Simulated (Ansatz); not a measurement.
Consider the ligand exchange at the Si–O bond: `[F][Sn]([F])([F])[O][SiH3]` + `NC[SeH]` → `NC[Se][SiH3]` + `[OH][Sn]([F])([F])[F]`.

Program: Ansatz. Geometries: PBE0-D4/def2-TZVP. ΔE: electronic, gas phase. CCSD(T)/CBS is the MP2 limit (def2-TZVPP, def2-QZVPP) plus CCSD(T) − MP2 in def2-TZVPP, frozen cores. DFT in def2-TZVPP. HSE06 is defined as in plane-wave codes. def2 core potentials past Kr. For Se, Sn outer-core shells are correlated without core-valence functions, which leaves a few kJ/mol of doubt a bond. Scalar relativity is left out up to krypton. One conformer a species, not always the lowest.

`[F][Sn]([F])([F])[O][SiH3]`:

```xyz
9

F    -1.510   -2.587   -1.060
Sn   -0.567   -1.505    0.154
F    -1.625   -1.296    1.699
F     1.002   -2.420    0.657
O    -0.175    0.166   -0.660
Si    0.560    1.597   -0.274
H     1.978    1.355    0.096
H    -0.142    2.237    0.866
H     0.479    2.454   -1.479
```

`NC[SeH]`:

Cartesian coordinates in Å:
```
N -0.963 0.677 -0.054
C 0.399 0.232 -0.198
Se 0.509 -1.617 -0.837
H -0.993 1.662 0.184
H -1.442 0.162 0.673
H 1.023 0.275 0.701
H 0.889 0.823 -0.973
H 0.578 -2.213 0.503
```

`NC[Se][SiH3]`:

```xyz
11

N    -0.101   -0.769   -1.130
C    -0.909   -1.033    0.030
Se   -1.248    0.641    1.011
Si    0.881    1.401    0.739
H    -0.614   -0.245   -1.828
H     0.242   -1.625   -1.549
H    -1.902   -1.456   -0.160
H    -0.367   -1.701    0.699
H     1.856    0.330    1.066
H     1.158    1.953   -0.608
H     1.004    2.504    1.729
```

`[OH][Sn]([F])([F])[F]`:

Z-matrix (Å, degrees):
```
Sn
F 1 1.890
F 1 1.881 2 108.9
O 1 1.918 2 110.6 3 -122.1
F 1 1.884 2 107.7 3 114.7
H 4 0.963 1 112.6 2 -12.7
```

```
             level  ΔE (kJ/mol)
       LDA (SPW92)          7.6
           PBE0-D4         14.1
        r2SCAN0-D4         23.1
            B2PLYP         32.1
             HSE06         16.5
     CCSD/def2-SVP         31.1
SCS-MP2/def2-TZVPP         33.6
    MP2/def2-QZVPP         25.7
```

Task: What does CCSD(T)/CBS give? (Best estimate.)

Result: Ansatz gave: +28.1 kJ/mol. The listed levels differ from it by -20.5, -14.0, -5.0, 4.0, -11.6, 3.0, 5.5, -2.4 kJ/mol.

Largest T1 diagnostic among the species: 0.015.

Leaving LDA and LC-ωPBE aside and taking each functional with its dispersion term where it has one, the values, not all of them listed here, spread over 31.6 kJ/mol, from revPBE-D4 to BHLYP-D4. LDA lies −3.5 kJ/mol from PBE without D4. The D4 term adds −5.4 kJ/mol with B3LYP and −2.7 kJ/mol with PBE0; it sums over pairs of atoms, weighted by their polarisabilities, and B3LYP, whose exchange is more repulsive, gets the larger term. From PBE to PBE0 (25 % exact exchange), in def2-TZVPP and without D4, ΔE moves by +5.7 kJ/mol.

B3LYP here is the variant with VWN-RPA as its local correlation; programs differ in this.
